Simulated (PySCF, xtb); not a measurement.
prop-2-enylboronamidic acid (C3H8BNO), SMILES C=CCB(N)O. One conformer was computed; it need not be the lowest.

Harmonic wavenumbers (cm⁻¹) from xtb 6.7.1 with GFN2-xTB at its own minimum, in rising order: 29, 70, 186, 317, 364, 415, 451, 477, 524, 568, 623, 777, 828, 853, 884, 955, 969, 1025, 1059, 1188, 1210, 1265, 1298, 1352, 1417, 1469, 1535, 1712, 2976, 2990, 3042, 3092, 3114, 3494, 3545, 3620.

Task: What does PBE-D3(BJ)/def2-SVP (PySCF) give at its own minimum? (An estimate is asked for; the answer gives what the named calculation found.)

Result: 63, 85, 209, 336, 385, 403, 412, 461, 511, 607, 630, 781, 810, 861, 873, 930, 981, 994, 1029, 1140, 1177, 1269, 1306, 1360, 1392, 1400, 1541, 1661, 2966, 3024, 3055, 3064, 3160, 3502, 3610, 3741. Paired by order, the mean absolute difference is 27 cm⁻¹ and the zero-point energies are 71.0 and 71.1 kcal/mol.
